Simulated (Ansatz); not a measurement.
Ideal-gas functions of `[NH2][SbH][SH]` at 600 K and 1 bar, from an Ansatz frequency run at PBE0-D4/def2-TZVP.

Molar mass 171.87 g/mol, point group C1 (symmetry number 1), electronic degeneracy 1, moments of inertia 60.985, 176.248, 226.197 u Å². Harmonic wavenumbers (cm⁻¹, unscaled): 102, 213, 224, 345, 435, 559, 628, 649, 801, 879, 1557, 1927, 2715, 3555, 3665.

Use S(trans) = R[1.5 ln M + 2.5 ln T − 1.1517]; rotational temperatures θ = 24.2544 K / I; S(rot) = R[ln(√π/σ · √(T³/θAθBθC)) + 1.5]; for each mode x = 1.438777 ν̃/T, S = R[x/(eˣ − 1) − ln(1 − e⁻ˣ)] and H = RT x/(eˣ − 1); 1 cm⁻¹ = 0.0119627 kJ/mol; R = 8.31446 J/(mol·K).

Question: By hand: the entropy, in J/(mol·K).

Answer: Translation 187.6. Rotation: θ = 0.3977, 0.1376, 0.1072 K, giving 118.4. Vibration, mode by mode: 20.04, 13.99, 13.58, 10.12, 8.33, 6.47, 5.65, 5.43, 4.06, 3.50, 0.96, 0.46, 0.09, 0.02, 0.01, in all 92.7. Electronic 0.0. Sum 398.7 J/(mol·K).

Question: By hand: H − E and G − E in kJ/mol, counted from the electronic energy.

Answer: Zero-point energy ½ × 18254 × 0.0119627 = 109.2; thermal vibration 28.5; translation, rotation and pV give 4 RT = 20.0. H − E = 157.7 kJ/mol, and G − E = 157.7 − 600 × 398.7/1000 = -81.5 kJ/mol.

Vibration gives 23 % of the entropy, 20.0 J/(mol·K) of it from the mode under 150 cm⁻¹: soft modes count most, and the harmonic formula is weakest for them. The sum counts one conformer and one mirror image; others add a mixing term.
